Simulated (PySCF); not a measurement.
# Telling isomers of C₈H₁₁NO apart by NMR

PySCF calculation with GFN2-xTB structure and GIAO PBE0/pcSseg-1 shieldings; isolated molecule, one computed conformer, rapidly exchanging positions averaged, non-relativistic.

Referencing at the same level of theory: ¹H (σref 31.72) and ¹³C (σref 186.93) vs TMS. Where no couplings were computed, multiplicities follow the n + 1 count of equivalent neighbours, and m marks all less simple cases (inequivalent or close neighbours, rings, F or P nearby). Acid and N–H amide carbonyl carbons lie up to 10 ppm further downfield in solution (hydrogen bonding). Shifts are as computed. Against solution values, carbons near 30 ppm lie about +3 ppm off and those near 130 ppm about +5 ppm. Of 1211 compounds with measured shifts, 218 miss one by over three times the rms of a fit or turn the order of signals round; such compounds aren't used in these exercises. Groups on amide-type nitrogens are kept apart (slow C–N rotation). OH and NH positions are gas-phase values without hydrogen bonding to other molecules.

(1) Tabulate the signals of `CC(C)c1cc[n+]([O-])cc1`, `CC1=CCC=C(C(N)=O)C1` and their relative energies.

(2) What is the quickest way to tell CC(C)c1cc[n+]([O-])cc1 from CC1=CCC=C(C(N)=O)C1?

## Answers

(1) 
```json
{"SMILES": "CC(C)c1cc[n+]([O-])cc1", "carbon types": "1×C 5×CH 2×CH3", "δC": "146.5, 144.0, 130.4, 38.8, 26.6", "δH": "8.23 (d, 2H), 7.18 (d, 2H), 2.53 (sept, 1H), 1.22 (d, 6H)", "E rel. (kcal/mol)": "36.5"}
{"SMILES": "CC1=CCC=C(C(N)=O)C1", "carbon types": "3×C 2×CH 2×CH2 1×CH3", "δC": "167.1, 144.6, 137.4, 131.4, 125.8, 33.1, 32.7, 27.0", "δH": "7.54 (t, 1H), 5.82 (t, 1H), 5.04 (br, 1H), 4.59 (br, 1H), 3.13 (m, 2H), 2.58 (s, 2H), 1.84 (s, 3H)", "E rel. (kcal/mol)": "0.0"}
```

Energies are electronic energies at PBE0/pcSseg-1 on these geometries, without zero-point or thermal terms, each for the one conformer computed, which needn't be the lowest.

(2) Count the carbon signals: 5 against 8. The first has an sp3 CH on an aromatic ring at 38.8 ppm, the second an allylic sp3 CH2 at 33.1 ppm. Their most deshielded carbons lie at 146.5 and 167.1 ppm. In the proton spectra the most deshielded non-exchanging signals are 8.23 (d, 2H) and 7.54 (t, 1H).
